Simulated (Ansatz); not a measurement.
Harmonic frequencies (cm⁻¹) at PBE0-D4/def2-TZVP from Ansatz: 66, 144, 159, 175, 352, 488, 510, 717, 840, 888, 936, 944, 999, 1118, 1184, 1199, 1388, 1485, 1486, 1501, 2200, 2200, 2218, 2525, 3044, 3129, 3136.

Each molecule was computed in one conformer, which needn't be the lowest.

Which molecule is it?
A. `BC[SiH2]O`
B. `CB[SiH2]O`
C. `COB[SiH3]`
D. `BO[SiH2]C`

C.
